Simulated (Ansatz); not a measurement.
H₆O₇SiTi (`O[Si](O)(O)[O][Ti]([OH])([OH])[OH]`). The species carries charge 0 and has multiplicity 1.

Z-matrix (Å, degrees):
```
Si
O 1 1.635
O 1 1.624 2 113.3
Ti 1 3.188 2 112.8 3 -97.9
O 1 1.630 2 111.0 3 118.9
O 1 1.636 2 105.2 3 -120.5
H 2 0.958 1 116.3 3 -41.9
H 3 0.967 1 114.7 2 -98.1
O 4 1.790 1 116.3 2 -151.8
O 4 1.825 1 82.7 2 98.5
O 4 1.792 1 123.2 2 -10.9
H 5 0.958 1 116.1 2 37.1
H 9 0.957 4 134.2 1 4.5
H 10 0.959 4 127.3 1 -135.0
H 11 0.958 4 132.3 1 -140.9
```

Question: What are the harmonic wavenumbers in cm⁻¹ at PBE0-D4/def2-TZVP (Ansatz, finite differences of forces, unscaled)? (An estimate is asked.)

Answer: Computed: 27, 32, 112, 121, 141, 161, 170, 178, 198, 216, 233, 249, 266, 298, 322, 349, 386, 397, 427, 435, 499, 577, 610, 716, 769, 798, 807, 835, 879, 957, 964, 992, 1034, 3763, 3919, 3929, 3931, 3934, 3939.

Question: Is this a minimum?

Answer: Yes, all 39 modes are real.

Question: Give the ideal-gas thermochemistry at 298.15 K and 1 bar (rigid rotor, harmonic oscillator; point group C1, symmetry number 1).

Answer: Zero-point energy 230.7 kJ/mol; H(298) − E = 271.5 kJ/mol; entropy 504.2 J/(mol·K), of which translation 174.6, rotation 127.4, vibration 202.3; G(298) − E = 121.2 kJ/mol. Modes under 100 cm⁻¹ are hindered rotations or soft bends, so the harmonic entropy is rough.

Question: And at 400, 500, 600, 800 and 1000 K?

Answer: 
| T (K) | H − E (kJ/mol) | S (J/mol/K) | G − E (kJ/mol) |
| --- | --- | --- | --- |
| 400 | 295.1 | 572.1 | 66.3 |
| 500 | 320.6 | 628.8 | 6.2 |
| 600 | 347.4 | 677.7 | -59.2 |
| 800 | 403.9 | 758.9 | -203.2 |
| 1000 | 462.9 | 824.6 | -361.7 |

Question: Rotational constants (cm⁻¹)?

Answer: 0.06251, 0.02113, 0.02086.
